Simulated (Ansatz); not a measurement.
`F[SiH2][SiH2]S` + `N[SiH](O)F` → `O[SiH](F)N[SiH2]F` + `[SiH3]S`  (cleavage of the Si–Si bond)

Gas-phase electronic energies from Ansatz, PBE0-D4/def2-TZVP geometries. CCSD(T)/CBS adds triple-zeta CCSD(T) − MP2 to the extrapolated MP2 energy (def2 sets, frozen cores). This one scheme is used for every species. Functionals use def2-TZVPP. B3LYP here is the variant with VWN-RPA as its local correlation; programs differ in this. One conformer a species, not always the lowest.

Is it downhill or uphill in electronic energy at CCSD(T)/CBS, and by how much? (Best estimate.)

The calculation gave: Downhill: ΔE = -20.1 kcal/mol.

What do these levels give: BLYP-D4, PBE0-D4, B3LYP-D4, r2SCANh-D4, r2SCAN0-D4, BHLYP-D4, CAM-B3LYP-D4, BLYP, CCSD(T)/def2-SVP, MP2/def2-TZVPP, HF/def2-QZVPP, MP2/def2-QZVPP? (An estimate is asked.)

Computed: BLYP-D4 -17.7, PBE0-D4 -16.5, B3LYP-D4 -18.8, r2SCANh-D4 -18.8, r2SCAN0-D4 -19.2, BHLYP-D4 -20.8, CAM-B3LYP-D4 -20.3, BLYP -17.6, CCSD(T)/def2-SVP -20.8, MP2/def2-TZVPP -22.1, HF/def2-QZVPP -23.8, MP2/def2-QZVPP -21.9 kcal/mol.

Largest T1 diagnostic among the species: 0.012.

From BLYP to BHLYP (50 % exact exchange), in def2-TZVPP and without D4, ΔE moves by −3.5 kcal/mol. In def2-TZVPP, CCSD(T) changes the Hartree–Fock value by +2.8 kcal/mol (the triples alone add +0.3 kcal/mol) and MP2 by +1.4 kcal/mol.
